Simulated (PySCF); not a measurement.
A run for PySCF: R-BP86/6-31G* on H2S2Se (SMILES S[Se]S), a point of a torsion scan.

```python
from pyscf import gto, scf, dft, mp
from pyscf.data.elements import chemcore

mol = gto.M(
    atom='''
    S     1.91843137   -0.37160062   -0.35376613
    Se   -0.15352430   -1.18508132   -0.53650326
    S     0.07141206   -3.17311347    0.26492923
    H     1.51354437    0.88518770   -0.19102656
    H    -0.13528865   -2.89601751    1.55974525
    ''',
    basis='6-31g*',
    cart=True,
    charge=0, spin=0, verbose=3, max_memory=1800)
mf = dft.RKS(mol, xc='b88,p86')
mf.conv_tol = 1e-8
mf.max_cycle = 100
mf.kernel()
if not mf.converged:
    mf = mf.newton().run(mf.mo_coeff, mf.mo_occ)
```

Q: What total energy does the run end on?

A: -3199.1745 hartree.
